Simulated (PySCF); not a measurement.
Bonds broken one at a time in the series In Cl-H. Isolated molecules, 0 K electronic values unless said otherwise. Strings in code marks are SMILES.

Method: PBE-D3(BJ)/def2-TZVP // B3LYP-D3(BJ)/def2-TZVP run with PySCF. 

| species | dipole moment (D) |
|---|---|
| radical fragment (`[Cl][In][Cl]`) | 2.42 |
| whole molecule (`[Cl][InH][Cl]`) | ___ |
| whole molecule (`[InH2][Cl]`) | 2.79 |
| radical fragment (`[InH2]`) | 0.44 |

Question: Some entries are withheld; supply them.

Answer: 
- whole molecule (`[Cl][InH][Cl]`), dipole moment (D): 2.48
